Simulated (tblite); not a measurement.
C2H7F2NSi3.
SMILES with atom numbers: `[N:1]#[C:2][C@@H:3]([F:4])[SiH2:5][Si@@H:6]([F:7])[SiH3:8]` (hydrogens: H9 on C3; H10, H11 on Si5; H12 on Si6; H13, H14, H15 on Si8)

Computed with GFN2-xTB (tblite), gas phase: L-BFGS steps from a force-field or distance-geometry start until the largest atomic force falls under 0.01 eV/Å.

Geometry at step 5:
```
atom  x, y, z in Å
N1      3.0306    1.0476   -0.9807
C2      2.4026    0.7910   -0.0636
C3      1.5708    0.4324    1.0646
F4      0.6532    1.4583    1.2959
Si5     0.5662   -1.2254    0.8025
Si6    -0.7492   -0.8726   -1.0411
F7     -1.5538   -2.2642   -1.2580
Si8    -2.1775    0.8859   -0.6470
H9      2.2010    0.3766    1.9612
H10     1.5697   -2.2858    0.7046
H11    -0.1955   -1.4154    2.0482
H12     0.0790   -0.7309   -2.2387
H13    -2.8748    0.6906    0.6214
H14    -1.3810    2.1006   -0.5680
H15    -3.1458    1.0192   -1.7233
```

**Question.** What forces act on the atoms?

**Answer.** 
```
atom  Fx (eV/Å)  Fy (eV/Å)  Fz (eV/Å)
  N1      0.234      0.074     -0.336
  C2     -0.540     -0.311      0.659
  C3      0.244      0.118     -0.105
  F4      0.019     -0.170     -0.007
 Si5      0.068     -0.122     -0.016
 Si6      0.082      0.215     -0.009
  F7      0.019     -0.038     -0.086
 Si8     -0.054      0.016     -0.087
  H9     -0.044      0.011     -0.055
 H10      0.164      0.017      0.163
 H11      0.193      0.074      0.020
 H12     -0.049     -0.159     -0.114
 H13     -0.101      0.035      0.066
 H14     -0.015      0.134      0.000
 H15     -0.221      0.106     -0.091
```

The largest, 0.91 eV/Å, acts on C2; the rms over all components is 0.179 eV/Å. The forces sum to zero within rounding, as they must for an isolated molecule in no field.

**Question.** Give the force on C2 in Eh/bohr and in nN.

**Answer.** 0.907 eV/Å ÷ 51.422 = 0.01764 Eh/bohr, and 0.907 eV/Å × 1.602 = 1.45 nN.

**Question.** How far is this geometry from the end of the optimisation?

**Answer.** 0.109 eV above it, and 0.194 Å rms away after alignment. The bonds farthest from their final lengths, with half the difference of the two atoms' forces along the bond (positive lengthens):

```tsv
bond	now (Å)	final (Å)	force along bond (eV/Å)
Si5–Si6	2.292	2.320	+0.02
Si6–Si8	2.299	2.326	-0.04
C2–C3	1.447	1.430	-0.58
Si8–H15	1.454	1.467	+0.06
Si6–F7	1.622	1.631	+0.13
Si8–H14	1.455	1.462	+0.06
```

The angle farthest from its final value is Si5–Si6–Si8, 109.7° against 120.0°.

Of the 4 listed bonds off by 0.010 Å or more, this force points towards the final length in 3.

What follows is the cost of the whole relaxation. Hardware: Arm Neoverse N1, one thread, on a shared host. Cost: 1.2 s.
